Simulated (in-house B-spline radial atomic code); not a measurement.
Configurations of Er, with energies counted from [Xe] 4f12 6s2. Computed with a B-spline radial code for spherical atoms: Dirac-Hartree-Fock, average of configuration, Fermi nucleus of rms radius 5.2516 fm. Energies include first-order Breit, QED and recoil terms.

Occupations are held fixed; configurations that lie above the ionisation limit could autoionise.

```
                 configuration  E - E(ref) (eV)  highest orbital  its <r> (bohr)
             [Xe] 4f11 6s2 6p1           1.5475            6p3/2           5.157
             [Xe] 4f12 6s1 6d1           3.8694            6d5/2           14.48
             [Xe] 4f11 6s2 9d1           5.2073            9d5/2           55.28
             [Xe] 4f11 6s2 7g1           5.2814            7g9/2           63.49
[Kr] 4d10 4f12 5s2 5p5 6s2 7g1           30.446            7g9/2           63.49
     [Kr] 4d9 4f13 5s2 5p6 6s2           173.63            6s1/2           4.322
 [Kr] 4d9 4f12 5s2 5p6 6s2 6g1            179.4            6g9/2           43.99
```

Order these further configurations by energy, lowest first.
A. [Kr] 4d10 4f12 5s2 5p5 6s2 9s1
B. [Kr] 4d10 4f12 5s2 5p5 6s2 8d1
C. [Xe] 4f11 5g1 6s2
D. [Xe] 4f11 6s2 6g1
E. [Xe] 4f11 6s2 8s1

E (4.4914 eV), C (5.0148 eV), D (5.1811 eV), A (30.078 eV), B (30.228 eV).

How far above the reference does [Kr] 4d9 4f12 5s2 5p6 6s2 6p1 lie?

175.76 eV; its least bound orbital is 6p3/2 with <r> = 5.149 bohr.

How far above the reference does [Kr] 4d9 4f12 5s2 5p6 6s2 9s1 lie?

179.13 eV; its least bound orbital is 9s1/2 with <r> = 31.66 bohr.
